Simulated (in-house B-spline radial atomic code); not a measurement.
## RPA and G0W0 on Hartree-Fock: F VI (F5+)

Configuration [He] 2s2, mean-field start Hartree-Fock. Computed with a B-spline radial code for spherical atoms: all electrons, scalar-relativistic (spin-free one-electron X2C), finite nucleus, each spin shell either full or empty, empty states to l = 9 with an (l + 1/2)⁻⁴ tail; G0W0 by contour deformation at full frequency.

Command:
```bash
python run_gw.py task.json out
```
Settings (radii: box in bohr, nucleus in fm):
```
Z                        9
electrons                4
configuration            [He] 2s2
hamiltonian              x2c
method                   hf
lmax                     9
rms_radius               2.8976
spin_polarised           False
box_radius               10.43
intervals                69
ion_configuration        [He] 2s1
```

Run time, properties included: 2.5 s on 1 thread of Arm Neoverse N1 (shared host).

Energies (hartree):

| term | value |
| --- | --- |
| mean-field total | -88.02225 |
| Hartree-Fock functional on these orbitals | -88.02225 |
| direct second order | -0.23746 |
| second-order exchange | 0.11571 |
| SOSEX correction | 0.10104 |

**Question.** What is the RPA correlation energy, and what remains with SOSEX?

**Answer.** RPA gives -0.20734 hartree (-1.41 eV per electron); RPA + SOSEX gives -0.1063, and the second-order doubles (MP2) -0.12175 hartree. SOSEX takes back 49 % of the RPA value.

Quasi-particle levels (eV):

```csv
level,occupied,mean field,Σx - vxc,Σc,QP weight,G0W0
2s,yes,-154.33,0.00,?,?,?
1s,yes,-873.27,0.00,3.75,0.973,-869.52
2p,no,-113.50,0.00,-1.46,0.983,-114.95
```

G0W0 = mean field + (Σx - vxc) + Σc, with Σc (partial-wave tail included) taken at the quasi-particle energy.

**Question.** Where does G0W0 put 2s?

**Answer.** At -156.63 eV, with Σc = -2.30 eV and a quasi-particle weight of 0.975. The tabulated removal energy is 157.163 eV (NIST, measured).

**Question.** What does it cost to remove one electron (to [He] 2s1) by differences of total energies, each species on its own start (correlation terms add to the Hartree-Fock functional)?

**Answer.** Hartree-Fock functional 154.03 eV, + RPA 156.27 eV, + RPA + SOSEX 155.61 eV, + second order 155.99 eV. Tabulated: 157.163 eV (NIST, measured).
